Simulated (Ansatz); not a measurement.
**Question.** Name a neutral molecule of C, Cl, Ga, N, S and H with HOMO energy (PBE/def2-TZVPP) between -6.05 and -5.75 eV and LUMO energy (PBE/def2-TZVPP) between -1.75 and -1.45 eV (Ansatz, PBE0-D4/def2-TZVP geometry).

**Answer.** `C[NH][Ga]([SH])[Cl]` (-5.77 eV, -1.55 eV). Other molecules can fit too; these were computed, each in one conformer that needn't be the lowest.
